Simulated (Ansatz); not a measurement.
Reaction (ligand exchange at a B–O bond): `COB(S)OC` + HCl → `COB(S)Cl` + CH₃OH

Gas-phase electronic energies from Ansatz, PBE0-D4/def2-TZVP geometries. CCSD(T)/CBS adds triple-zeta CCSD(T) − MP2 to the extrapolated MP2 energy (def2 sets, frozen cores). This one scheme is used for every species. DFT in def2-TZVPP. B3LYP here is the variant with VWN-RPA as its local correlation; programs differ in this. One conformer a species, not always the lowest.

**Question.** Is it downhill or uphill in electronic energy at CCSD(T)/CBS, and by how much? (An estimate is asked.)

**Answer.** The calculation gave: Uphill: ΔE = +40.9 kJ/mol.

**Question.** What do these levels give: PBE0-D4, B3LYP-D4, ωB97X-V, B3LYP, HF/def2-TZVPP, SCS-MP2/def2-TZVPP, CCSD/def2-TZVPP, HF/def2-QZVPP, SCS-MP2/def2-QZVPP, HF/CBS(def2), MP2/CBS(def2), CCSD/CBS(def2)? (An estimate is asked.)

**Answer.** Ansatz gave: PBE0-D4 36.1, B3LYP-D4 41.8, ωB97X-V 40.9, B3LYP 39.2, HF/def2-TZVPP 46.8, SCS-MP2/def2-TZVPP 40.8, CCSD/def2-TZVPP 45.1, HF/def2-QZVPP 47.4, SCS-MP2/def2-QZVPP 39.5, HF/CBS(def2) 47.5, MP2/CBS(def2) 36.1, CCSD/CBS(def2) 42.3 kJ/mol.

Largest T1 diagnostic among the species: 0.012.

In def2-TZVPP, CCSD(T) changes the Hartree–Fock value by −3.0 kJ/mol (the triples alone add −1.4 kJ/mol) and MP2 by −7.9 kJ/mol. From PBE to PBE0 (25 % exact exchange), in def2-TZVPP and without D4, ΔE moves by +3.2 kJ/mol.
